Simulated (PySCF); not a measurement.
## Cd: excitation energy

Cd [Kr] 4d10 5s2 (1S) → Cd [Kr] 4d10 5s1 6s1 (3S), as a difference of total energies. Computed with PySCF 2.14 in aug-cc-pVDZ-PP with ECP28MDF, with a scalar-relativistic core potential. Correlated levels: valence: 4s2 4p6 frozen. The calculations carry no spin-orbit coupling.

Task: Order these methods by the excitation energy they give, lowest first.
A. PBE
B. UHF
C. MP2 (valence)
D. HSE06

Result: B (40425 cm⁻¹), D (50377 cm⁻¹), C (51137 cm⁻¹), A (52036 cm⁻¹).

Errors of the correlated levels include the incompleteness of this basis and the frozen core.

For comparison: 51484 cm⁻¹ (measured; NIST levels).
